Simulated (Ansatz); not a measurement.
Worked example: Ge(CH3)(OH) + NaOH → Ge(OH)2 + CH3Na

Species: Ge(CH3)(OH), singlet; NaOH `[OH][Na]`, singlet; Ge(OH)2, singlet; CH3Na `[CH3][Na]`, singlet. The partners trade CH3 for OH: Ge–CH3 and Na–OH bonds give way to Ge–OH and Na–CH3.

Shapes, held fixed at every level: PBE0-D4/def2-TZVP. Flexible molecules stand in one conformer, not always the lowest. Programs: Ansatz 0.2.0. The zero-point and thermal change to 298 K, harmonic and unscaled (PBE0-D4/def2-TZVP), is -3.8 kJ/mol.

At CCSD(T)/def2-TZVPP; 1 Eh = 2625.50 kJ/mol:

```
    species   energy (Eh)
Ge(CH3)(OH)  -2191.185711
       NaOH   -237.782673
    Ge(OH)2  -2227.126535
      CH3Na   -201.835698
```

Work out ΔH(298 K) of the reaction at this level.


1. Products less reactants: (-2227.126535) + (-201.835698) − [(-2191.185711) + (-237.782673)] = 0.006151 Eh = +16.1 kJ/mol.
2. With the thermal change: +16.1 + (-3.8) = +12.3 kJ/mol.

Other levels give -3.8 (SPW92/def2-TZVPP) to +16.6 kJ/mol (CCSD/def2-SVP). No measured value is set beside it here. Relativity is left out for Ge. Outer-core shells of Ge, Na are correlated in most correlated rows, in sets that cover them unevenly.
